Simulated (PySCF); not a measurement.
# Selenium: a sound run and one with changed settings

Sound run: Se [Ar] 3d10 4s2 4p4, Se⁺ [Ar] 3d10 4s2 4p3. All numbers are calculated (PySCF 2.14, the spin-free X2C one-electron Hamiltonian (Gaussian nucleus), in cc-pVDZ-DK (5s4p2d, 27 functions)). In the sound run the correlated levels freeze [Ar] 3d10. The sound run starts from symmetry-adapted Hartree-Fock orbitals and uses a fine grid where one is needed.

Changed run: initial guess sap, at most 50 SCF cycles.

```
species   method  sound run (hartree)  changed run (hartree)  converged
     Se      UHF          -2427.95937            -2427.95937        yes
     Se      PBE          -2429.37553            -2429.37553        yes
     Se  CCSD(T)          -2428.04662            -2428.04662        yes
    Se⁺     BP86          -2429.67100            -2429.67100        yes
    Se⁺      MP2          -2427.70305            -2427.70305        yes
```

Here the plain start reaches the same solutions.
